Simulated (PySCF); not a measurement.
## `C#CCN[SiH3]`: 4 charge schemes on one density

C₃H₇NSi.
Atom-mapped SMILES: `[CH:1]#[C:2][CH2:3][NH:4][SiH3:5]` (hydrogens: H6 on C1; H7, H8 on C3; H9 on N4; H10, H11, H12 on Si5)

Structure used (PBE0-D3(BJ)/def2-SVP), in Å, numbered top down from 1:
```xyz
12
C3H7NSi angstrom
C      2.115    1.060   -0.775
C      1.418    0.139   -0.408
C      0.561   -0.959    0.057
N     -0.523   -0.567    0.930
Si    -2.026    0.082    0.341
H      2.733    1.873   -1.107
H      0.140   -1.472   -0.826
H      1.197   -1.713    0.555
H     -0.201   -0.232    1.832
H     -2.955    0.148    1.507
H     -1.958    1.446   -0.280
H     -2.541   -0.857   -0.702
```

Density: PBE0/pcSseg-1 (PySCF); schemes: Mulliken, IAO, Hirshfeld and ESP-fitted. Geometry: PBE0-D3(BJ)/def2-SVP, one conformer, isolated molecule.

Q: Which atoms carry the lowest charge in the Mulliken, IAO, Hirshfeld and ESP-fitted schemes?

A: All schemes agree: Mulliken N4 (-0.664); IAO N4 (-0.661); Hirshfeld N4 (-0.239); ESP-fitted N4 (-0.785).

Q: Which atoms carry the highest charge in the Mulliken, IAO, Hirshfeld and ESP-fitted schemes?

A: All schemes agree: Mulliken Si5 (+0.611); IAO Si5 (+0.724); Hirshfeld Si5 (+0.342); ESP-fitted Si5 (+0.522).

Q: Give the atomic charges in each scheme.

A: In e:

| atom | environment | Mulliken | IAO | Hirshfeld | ESP-fitted |
| --- | --- | --- | --- | --- | --- |
| C1 | terminal alkyne carbon | -0.347 | -0.245 | -0.124 | -0.476 |
| C2 | alkyne carbon | +0.114 | -0.051 | -0.051 | +0.003 |
| C3 | sp3 carbon bound to nitrogen | +0.027 | -0.154 | -0.004 | +0.182 |
| N4 | silicon-bound nitrogen | -0.664 | -0.661 | -0.239 | -0.785 |
| Si5 | SiH3 silicon | +0.611 | +0.724 | +0.342 | +0.522 |
| H6 | alkyne hydrogen | +0.069 | +0.200 | +0.094 | +0.321 |
| H7 | methylene hydrogen | +0.152 | +0.165 | +0.058 | +0.092 |
| H8 | methylene hydrogen | +0.155 | +0.165 | +0.056 | +0.062 |
| H9 | N–H hydrogen | +0.203 | +0.259 | +0.117 | +0.398 |
| H10 | Si–H hydrogen | -0.106 | -0.121 | -0.077 | -0.112 |
| H11 | Si–H hydrogen | -0.107 | -0.151 | -0.091 | -0.111 |
| H12 | Si–H hydrogen | -0.108 | -0.130 | -0.080 | -0.095 |

Mean size of the charges over all atoms: ESP-fitted 0.263 e, IAO 0.252 e, Mulliken 0.222 e, Hirshfeld 0.111 e. Each set sums to the total charge, 0, to within 0.001 e. The ESP scheme fits charges at the nuclei, held to the total charge, to the electrostatic potential on points at 1.4 to 2.0 times the van der Waals radii.

Q: Sum the charges by element, for elements with more than one atom.

A: 
```
element  atoms  Mulliken     IAO  Hirshfeld  ESP-fitted
      C      3    -0.206  -0.450     -0.179      -0.292
      H      7    +0.258  +0.388     +0.077      +0.555
```

Q: How many electrons does the ESP-fitted scheme count on C2?

A: Z − q = 6 − (+0.003) = 5.997.
